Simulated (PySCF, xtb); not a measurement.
Cd(SH)(GeH3) (CdGeH₄S), SMILES [SH][Cd][GeH3].

GFN2-xTB (xtb) at its own geometry gives an orbital gap of 3.30 eV and a dipole moment of 4.68 D.

Geometry: B3LYP-D3(BJ)/def2-SVP. The structure was generated by enumeration; whether it is a known compound was not checked. The def2 effective core potentials stand for the cores of Cd; spin–orbit coupling is left out. Other conformers were not sampled.

Question: What does PBE0/def2-TZVPD (PySCF) give? (The exact figures need the calculation; the answer reports its results.)

Answer: gap 5.85 eV (levels -7.03 and -1.17 eV), dipole 1.71 D.
